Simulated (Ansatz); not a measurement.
`O=C([SiH3])[SiH2]S` at its PBE0-D4/def2-TZVP geometry, where that method's forces vanish. Charge 0, multiplicity 1.

```tsv
atom	x (Å)	y (Å)	z (Å)
O1	1.7257	0.1868	-0.2467
C2	0.5675	0.0010	0.0627
Si3	0.1755	-0.6292	1.8549
Si4	-0.8403	0.3540	-1.2303
S5	0.1588	1.0789	-2.9483
H6	-1.2621	-0.9943	1.9497
H7	0.4770	0.4818	2.7921
H8	1.0350	-1.8038	2.1388
H9	-1.5830	-0.9152	-1.4546
H10	-1.7864	1.3312	-0.6279
H11	1.3323	0.9088	-2.2904
```

Question: For each bond, give half the difference of the two atoms' forces along it (eV/Å; positive pushes the atoms apart) under PBE-D4, r2SCAN-D4, B3LYP-D4, ωB97M-V in def2-TZVPP. (Best estimate.)

Answer: Ansatz gave: 
```json
{"bond": "O1–C2", "length (Å)": "1.213", "PBE-D4": "0.93", "r2SCAN-D4": "0.46", "B3LYP-D4": "0.31", "ωB97M-V": "0.29"}
{"bond": "C2–Si3", "length (Å)": "1.940", "PBE-D4": "-0.19", "r2SCAN-D4": "-0.07", "B3LYP-D4": "-0.01", "ωB97M-V": "-0.03"}
{"bond": "C2–Si4", "length (Å)": "1.944", "PBE-D4": "-0.15", "r2SCAN-D4": "-0.06", "B3LYP-D4": "-0.02", "ωB97M-V": "-0.07"}
{"bond": "Si3–H6", "length (Å)": "1.486", "PBE-D4": "0.03", "r2SCAN-D4": "-0.05", "B3LYP-D4": "-0.06", "ωB97M-V": "-0.07"}
{"bond": "Si3–H7", "length (Å)": "1.484", "PBE-D4": "0.10", "r2SCAN-D4": "-0.01", "B3LYP-D4": "-0.07", "ωB97M-V": "-0.12"}
{"bond": "Si3–H8", "length (Å)": "1.483", "PBE-D4": "0.09", "r2SCAN-D4": "-0.02", "B3LYP-D4": "-0.07", "ωB97M-V": "-0.12"}
{"bond": "Si4–S5", "length (Å)": "2.116", "PBE-D4": "0.12", "r2SCAN-D4": "0.02", "B3LYP-D4": "0.20", "ωB97M-V": "0.09"}
{"bond": "Si4–H9", "length (Å)": "1.488", "PBE-D4": "0.07", "r2SCAN-D4": "-0.02", "B3LYP-D4": "-0.12", "ωB97M-V": "-0.14"}
{"bond": "Si4–H10", "length (Å)": "1.488", "PBE-D4": "0.07", "r2SCAN-D4": "-0.02", "B3LYP-D4": "-0.12", "ωB97M-V": "-0.14"}
{"bond": "S5–H11", "length (Å)": "1.356", "PBE-D4": "0.31", "r2SCAN-D4": "0.04", "B3LYP-D4": "-0.03", "ωB97M-V": "-0.12"}
```

B3LYP here is the variant with VWN-RPA as its local correlation; programs differ in this.
